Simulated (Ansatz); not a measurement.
Reaction (atomization): `[CH3][Ge]([CH3])([OH])[OH]` → 2 C• + Ge• + 8 H• + 2 O•

Isolated molecules relaxed with PBE0-D4/def2-TZVP in Ansatz; ΔE leaves out vibrations. CCSD(T)/CBS is the MP2 limit (def2-TZVPP, def2-QZVPP) plus CCSD(T) − MP2 in def2-TZVPP, frozen cores. This one scheme is used for every species, atoms too. For atomizations the MP2-based limit and the directly extrapolated one differ by several kJ/mol either way, and by 10 to 25 for some Ge, Se and Sn compounds, so smaller differences from it don't rank the levels. DFT in def2-TZVPP. B3LYP here is the variant with VWN-RPA as its local correlation; programs differ in this. HSE06 is defined as in plane-wave codes. Open shells (•) are unrestricted, without spin–orbit coupling. Spin–orbit coupling would lower the free atoms: a little for C, O; clearly for Ge. Bonds to Ge are less sure, by a few kJ/mol each and by 10 to 20 or more in all where they break to atoms, as the def2 sets lack core-valence functions. Scalar relativity is left out up to krypton. Each species was taken in one conformer, which may not be the lowest.

```tsv
level	ΔE (kcal/mol)	difference from CCSD(T)/CBS
LDA (SPW92)	1318.4	156.3
PBE-D4	1170.1	8.0
revPBE-D4	1141.2	-20.9
BLYP-D4	1148.2	-13.9
r2SCAN-D4	1157.8	-4.3
B97M-V	1156.4	-5.7
PBE0-D4	1150.2	-11.9
B3LYP-D4	1150.5	-11.6
r2SCANh-D4	1150.3	-11.8
r2SCAN0-D4	1139.5	-22.6
HSE06-D4	1150.9	-11.2
BHLYP-D4	1117.8	-44.3
ωB97X-V	1157.9	-4.2
ωB97M-V	1155.7	-6.4
PBE-QIDH	1147.8	-14.3
PBE	1164.3	2.2
revPBE	1124.1	-38.0
BLYP	1135.6	-26.5
r2SCAN	1156.3	-5.8
PBE0	1145.3	-16.8
r2SCANh	1148.7	-13.4
r2SCAN0	1137.8	-24.3
HSE06	1146.3	-15.8
BHLYP	1110.7	-51.4
LC-ωPBE	1150.1	-12.0
HF/def2-SVP	836.5	-325.6
MP2/def2-SVP	1103.1	-59.0
CCSD/def2-SVP	1079.3	-82.8
CCSD(T)/def2-SVP	1089.2	-72.9
HF/def2-TZVPP	836.7	-325.4
MP2/def2-TZVPP	1152.8	-9.3
SCS-MP2/def2-TZVPP	1146.6	-15.5
CCSD/def2-TZVPP	1119.5	-42.6
CCSD(T)/def2-TZVPP	1135.6	-26.5
HF/def2-QZVPP	837.5	-324.6
MP2/def2-QZVPP	1168.3	6.2
SCS-MP2/def2-QZVPP	1164.6	2.5
HF/CBS(def2)	837.7	-324.4
MP2/CBS(def2)	1179.3	17.2
CCSD/CBS(def2)	1146.0	-16.1
CCSD(T)/CBS	1162.1	0
```

Largest T1 diagnostic among the species: 0.011.

The D4 term adds +9.3 kcal/mol with B3LYP and +4.9 kcal/mol with PBE0; it sums over pairs of atoms, weighted by their polarisabilities, and B3LYP, whose exchange is more repulsive, gets the larger term. From PBE to PBE0 (25 % exact exchange), in def2-TZVPP and without D4, ΔE moves by −19.0 kcal/mol: exact exchange takes away binding that semilocal exchange gives to molecules.
